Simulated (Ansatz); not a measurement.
Saddle point of Si2H5Br, closed shell (Si₂H₅Br ([SiH3][SiH2][Br]) → Si₂H₄ ([SiH][SiH3]) + HBr (still joined by a long Si–Br bond); bonds formed: Br2–H3; bonds broken: Si1–H3; bonds weakened to dative contacts: Si1–Br2), PBE0-D4/def2-TZVP structure:

```xyz
8
angstrom
Si -1.0483 0.5523 -0.7159
Br 0.0749 -1.7121 -1.8977
H -0.4377 -0.6009 -2.6719
H -1.9900 -0.3705 0.0379
Si 0.5845 0.5096 1.0067
H 0.1124 1.4458 2.0717
H 0.7945 -0.8282 1.6314
H 1.9097 1.0039 0.5381
```

Energies are electronic, without zero-point energy. Barriers and step energies count from the start structure reached by relaxing down the imaginary mode; all methods use the PBE0-D4 structures, on which another method's saddle can fall below an end. Program: Ansatz 0.2.0. Basis: def2-TZVPP, with def2-QZVPP for the basis limit. Cores are frozen in the correlated methods. Filled d shells of the heavier atoms are correlated. The def2 sets are not built for correlating such inner shells, so the correlated values are less sure here. B3LYP uses VWN-RPA correlation. Extrapolation: Hartree–Fock as exp(−7.88 √X), correlation as X^−2.97.

| method | barrier (kJ/mol) | step energy (kJ/mol) |
| --- | --- | --- |
| SPW92 | 272.6 | 260.6 |
| PBE-D4 | 273.5 | 261.9 |
| BLYP-D4 | 271.6 | 261.9 |
| r2SCAN-D4 | 300.9 | 287.4 |
| B97M-V | 288.7 | 272.5 |
| PBE0-D4 | 293.8 | 278.9 |
| B3LYP-D4 | 289.3 | 276.7 |
| r2SCAN0-D4 | 310.4 | 294.5 |
| BHLYP-D4 | 310.7 | 294.9 |
| CAM-B3LYP-D4 | ? | 287.5 |
| wB97X-V | 309.7 | 292.9 |
| wB97M-V | ? | 275.7 |
| B2PLYP | 300.0 | 286.1 |
| PBE-QIDH | 311.2 | 294.3 |
| RPA on PBE | ? | 268.3 |
| HF | 334.2 | 317.3 |
| MP2 | 308.7 | 292.6 |
| CCSD | 299.1 | 283.2 |
| CCSD(T) | 293.9 | 278.8 |

(1) Fill in the withheld barriers. (Judge from chemistry; the value comes from the calculation.)

The T1 diagnostic stays at or below 0.012. The restricted Hartree–Fock reference is unstable towards an unrestricted one at one or more of these structures.

Results:

(1) By the calculation: wB97M-V 291.7; RPA on PBE 284.5; CAM-B3LYP-D4 302.1 kJ/mol. Each is the energy of the saddle less that of the start structure, by the same method.

For comparison, the barrier by CCSD(T) at an estimated basis limit (MP2 extrapolated from triple and quadruple zeta, plus CCSD(T) − MP2 in triple zeta) is 299.1 kJ/mol.

Losses and insertions of silylenes and their heavier kin drive the gas-phase chemistry of silicon and germanium vapour deposition.

Labels in which every atom is bracketed show which atoms are joined, not bond orders.

For scale, one of the runs: CCSD(T)/def2-TZVPP, 202 basis functions (an equivalent command: `ansatz run in.yaml --threads 4`). Time: 50 s of wall clock on 4 CPU threads; the host was shared. Peak host memory: 2.3 GiB.
